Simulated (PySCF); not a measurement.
**Two-component Hartree-Fock for Te(4+) (tellurium, charge +4)**

Start: [Kr] 4d10 5s2. Calculated with PySCF 2.14 in x2c-SVPall-2c: generalised Hartree-Fock with the X2C-1e Hamiltonian and a Gaussian nucleus; one run each with spin-orbit coupling (SO) switched off, then screened by Boettger's factors.

```csv
spinor shell,electrons,"ε, spin-free (eV)","ε, screened SO (eV)",weight of nominal j (screened SO),"rms radius, screened SO (bohr)"
1s1/2,2,-32015.4,-32012.2,1.000,0.0318
2s1/2,2,-5045.8,-5044.9,1.000,0.130
2p1/2,2,-4528.7,-4719.6,1.000,0.112
2p3/2,4,-4528.7,-4442.1,1.000,0.117
3s1/2,2,-1082.9,-1082.6,1.000,0.343
3p1/2,2,-910.41,-947.03,1.000,0.335
3p3/2,4,-910.41,-893.67,1.000,0.347
3d3/2,4,-650.12,-656.46,1.000,0.320
3d5/2,6,-650.12,-645.64,1.000,0.323
4s1/2,2,-238.17,-238.12,1.000,0.815
4p1/2,2,-182.00,-188.94,1.000,0.859
4p3/2,4,-182.00,-178.81,1.000,0.884
4d3/2,4,-97.323,-98.175,1.000,1.04
5s1/2,2,-56.671,-56.670,1.000,2.04
```

Task: Where does 4d5/2 lie, and what is the 4d spin-orbit splitting (screened SO)?

Result: At -96.718 eV, 1.456 eV above 4d3/2.

```
   quantity    spin-free  screened SO
E (hartree)  -6785.97338  -6787.81683
        M_J            0            0
       ⟨J²⟩        0.000        0.000
       ⟨L²⟩        0.000        0.018
       ⟨S²⟩        0.000        0.018
```

Breit and QED terms are absent; they matter most for the inner s and p1/2 levels.

Densities and radii are taken from the X2C orbitals without a picture-change correction, which distorts them close to the nucleus.

Without spin-orbit coupling the j labels of p, d and f shells carry no meaning; the spin-free column gives the mean over the occupied spinors of each nl shell.
